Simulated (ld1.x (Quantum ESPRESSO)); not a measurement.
## Configuration tests for Cu (Z = 29) (PAW)

ld1.x (Quantum ESPRESSO) 7.5 input, shortened:

```
&input
   title='Cu', zed=29., rel=1, dft='PBE', iswitch=3,
   config='[Ar] 3d10 4s1 4p0'
 /
 &inputp
   pseudotype=3, lpaw=.true., tm=.true., lloc=-1, rcloc=1.45,
   nlcc=.true., new_core_ps=.true., rcore=1.15,
   which_augfun='BESSEL', rmatch_augfun=1.05
 /
6
3S  1  0   2.00   0.00  0.95  1.10  0.0
4S  2  0   1.00   0.00  0.95  1.10  0.0
3P  2  1   6.00   0.00  1.55  1.65  0.0
4P  3  1   0.00   0.00  1.55  1.65  0.0
3D  3  2  10.00   0.00  1.40  1.50  0.0
3D  3  2   0.00   1.80  1.40  1.50  0.0
 &test
   configts(1)='3s2 3p6 3d10 4s1 4p0'
 /
```

Energies are relative to the spin-unpolarised reference configuration 3s2 3p6 3d10 4s1 4p0; without spin polarisation the order of configurations can differ from experiment.

```
 valence configuration  charge  ΔE all-electron (eV)  error AE − PS (meV)
  3s2 3p6 3d10 4s0 4p0      +1                 8.148                 -2.4
   3s2 3p6 3d9 4s0 4p0      +2                29.480                 +5.6
   3s2 3p6 3d8 4s0 4p0      +3                68.500                  +35
3s2 3p6 3d10 4s0.5 4p0    +0.5                 3.162                 -0.7
  3s2 3p5 3d10 4s1 4p0      +1                79.535                  -18
   3s2 3p6 3d9 4s1 4p1       0                 6.811                 +4.2
```

What are ΔE and the potential's error for 3s1 3p6 3d10 4s1 4p0?

ΔE = 122.233 eV all-electron; the error (AE − PS) is -9.5 meV.

Levels in the configuration 3s2 3p6 3d9 4s1 4p1:

```csv
level,all-electron (eV),pseudo (eV)
3s,-122.110,-122.092
3p,-79.426,-79.409
3d,-11.587,-11.580
4s,-7.142,-7.141
4p,-2.109,-2.109
```
